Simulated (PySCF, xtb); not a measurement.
C3H7BN2, SMILES C1(CNB1N)=C. Other conformers were not sampled.

Harmonic wavenumbers (cm⁻¹) from GFN2-xTB in xtb 6.7.1 at its own minimum, in rising order: 145, 216, 227, 379, 389, 451, 476, 566, 614, 690, 713, 839, 906, 919, 990, 1052, 1103, 1106, 1186, 1213, 1286, 1420, 1466, 1489, 1547, 1756, 2864, 2902, 3054, 3091, 3476, 3513, 3559.

Question: What does PBE0-D3(BJ)/def2-SVP (PySCF) give at its own minimum? (Estimate from the structure and the level; the computed values follow.)

Answer: 152, 223, 243, 321, 400, 460, 497, 615, 629, 712, 737, 865, 893, 935, 1026, 1041, 1135, 1154, 1206, 1264, 1327, 1431, 1474, 1519, 1623, 1790, 3007, 3057, 3138, 3232, 3659, 3698, 3766. Paired by order, the mean absolute difference is 54 cm⁻¹ and the zero-point energies are 65.2 and 67.5 kcal/mol.
